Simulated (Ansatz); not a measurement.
The same ligand exchange along the group Ti, Zr, Hf.

Calculated with Ansatz (gas phase, PBE0-D4/def2-TZVP geometries, no zero-point term in ΔE). CCSD(T)/CBS adds triple-zeta CCSD(T) − MP2 to the extrapolated MP2 energy (def2 sets, frozen cores). This one scheme is used for every species. Functionals use def2-TZVPP. def2 core potentials past Kr. For Br, Hf, Ti, Zr outer-core shells are correlated without core-valence functions, which leaves a few kJ/mol of doubt a bond. Scalar relativity is left out up to krypton. Each species was taken in one conformer, which may not be the lowest.

```
                                                           reaction  LDA (SPW92) (kJ/mol)  B2PLYP (kJ/mol)
`[Cl][Ti]([Cl])([Cl])[Br]` + H₂S → `[SH][Ti]([Cl])([Cl])[Cl]` + HBr                    51               58
`[Cl][Zr]([Cl])([Cl])[Br]` + H₂S → `[SH][Zr]([Cl])([Cl])[Cl]` + HBr                    60               69
`[Cl][Hf]([Cl])([Cl])[Br]` + H₂S → `[SH][Hf]([Cl])([Cl])[Cl]` + HBr                    60               69
```

Give the CCSD(T)/CBS values in the same order. (Estimate.)

Ansatz gave: 57, 69, 69 kJ/mol.

Largest T1 diagnostic: 0.026, for `[SH][Ti]([Cl])([Cl])[Cl]`, so its coupled-cluster energy is less sure.
